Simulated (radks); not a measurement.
Results of a calculation; reference values are marked as such.
Initial-state core-level shifts of neutral iridium when its valence configuration changes from [Xe] 4f14 5d7 6s2. Level of theory: scalar-relativistic Kohn-Sham, PBE, spin-polarised, spherical densities, finite nucleus; open shells are filled with parallel spins first (spin-orbit coupling, left out, can overturn this in heavy ions); Fermi nuclear charge, rms radius 5.4032 fm (a radial shooting solver on a logarithmic mesh with Libxc functionals). Shifts are changes of the shell-averaged eigenvalues in eV (positive: less bound); the change of the density at the nucleus, which sets a Mossbauer isomer shift, is in e/bohr^3, on a base of 1.948e+06.

| valence | 3p | 4s | 5s | 5p | density at nucleus |
|---|---|---|---|---|---|
| 4f13 5d8 6s2 | -14.044 | -12.224 | -4.049 | -2.932 | +122.7 |
| 4f13 5d7 6s2 6p1 | -19.008 | -17.166 | -8.815 | -7.492 | +170.8 |
| 4f13 5d6 6s2 6p2 | -23.904 | -22.024 | -13.401 | -11.814 | +219.8 |
| 4f13 5d7.5 6s2 6p0.5 | -16.556 | -14.727 | -6.475 | -5.264 | +146.9 |
| 4f14 5d9 | +4.809 | +4.794 | +4.650 | +4.355 | -235.0 |
| 4f14 5d8 6s1 | +2.661 | +2.651 | +2.559 | +2.399 | -123.7 |
| 4f14 5d6.5 6s2 6p0.5 | -2.335 | -2.330 | -2.266 | -2.171 | +22.3 |
| 4f14 5d7 6s1 6p1 | -1.605 | -1.611 | -1.619 | -1.617 | -99.0 |
| 4f13 5d6.5 6s2 6p1.5 | -21.452 | -19.592 | -11.118 | -9.670 | +195.1 |
